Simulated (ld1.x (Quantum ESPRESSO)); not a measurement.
# Before and after: PAW potential for molybdenum (Mo)

molybdenum, PAW, made with ld1.x (Quantum ESPRESSO) 7.5 (PBE, scalar-relativistic). Core [Kr], reference 4d5 5s0.5 5p0 (charge +0.5). Waves: 5s (bound): rcut 2.40, rcutus 2.80 bohr; 5s channel at 1 Ry: rcut 2.40, rcutus 2.80 bohr; 5p (bound, empty): rcut 2.55, rcutus 2.80 bohr; 5p channel at 2.8 Ry: rcut 2.55, rcutus 2.80 bohr; 4d (bound): rcut 2.25, rcutus 2.55 bohr; 4d channel at 0.1 Ry: rcut 2.25, rcutus 2.55 bohr. Local part: all-electron potential smoothed inside 2.05 bohr (lloc = -2). Core correction: Bessel-smoothed model core inside 1.70 bohr. Augmentation charge: BG, radius 2.25 bohr.

Change: core correction a·sin(br)/r model core, default radius (ld1.x builds one for every PAW set, though the input has nlcc=.false.).

Cutoffs: the cutoffs (Ry, on a coarse ladder) from which the occupation-weighted sum of valence levels, in a spherical-Bessel basis at the reference potential, stays within 10 and 1 mRy of its value at 400 Ry; they do not see the model core or the augmentation charge, which bear on the density cutoff. Errors are all-electron minus pseudo energies relative to the spin-unpolarised reference configuration.

**Question.** What does the change do?

**Answer.** The potential gets neither clearly harder nor softer (15 Ry and 25 Ry → 15 Ry and 25 Ry); of the 7 tests that both files solve, the error grows in 7 and shrinks in 0 by more than 15 % and 0.3 meV (median size 4.1 → 5.1 meV); neither file shows a bound ghost. A model core, the more so a compact one, raises the density cutoff, which this test does not measure.

| quantity | base | changed |
| --- | --- | --- |
| cutoff, loose | 15 Ry | 15 Ry |
| cutoff, tight | 25 Ry | 25 Ry |
| bound ghosts | none | none |
| error for 4d5 5s1 5p0, meV [ΔE -2.73 eV] | +0.2 | +2.7 |
| error for 4d5 5s0 5p0, meV [ΔE 4.16 eV] | -1.4 | +3.1 |
| error for 4d4 5s0 5p0, meV [ΔE 19.62 eV] | -80 | -98 |
| error for 4d4 5s1 5p0, meV [ΔE 5.34 eV] | -42 | -49 |
| error for 4d5.5 5s0.5 5p0, meV [ΔE -2.45 eV] | -4.1 | -5.1 |
| error for 4d3 5s0 5p0, meV [ΔE 46.37 eV] | -511 | -590 |
| error for 4d5 5s0 5p1, meV [ΔE 0.41 eV] | -0.2 | +1.0 |
| s: phases at 3.06 bohr within 0.05 rad from the reference energy up to (Ry; the scan ends near 5) | 2.3 | 2.3 |
| p: phases at 3.06 bohr within 0.05 rad from the reference energy up to (Ry; the scan ends near 5) | 3.3 | 3.3 |
| d: phases at 3.06 bohr within 0.05 rad from the reference energy up to (Ry; the scan ends near 5) | to the end of the scan | to the end of the scan |
| lowest overlap eigenvalue by channel | s 0.49, p 0.67, d 0.92 | s 0.49, p 0.67, d 0.92 |

Base: ld1.x warns that Blöchl-style (BG) augmentation functions are not a good idea. Changed file: ld1.x warns that Blöchl-style (BG) augmentation functions are not a good idea.
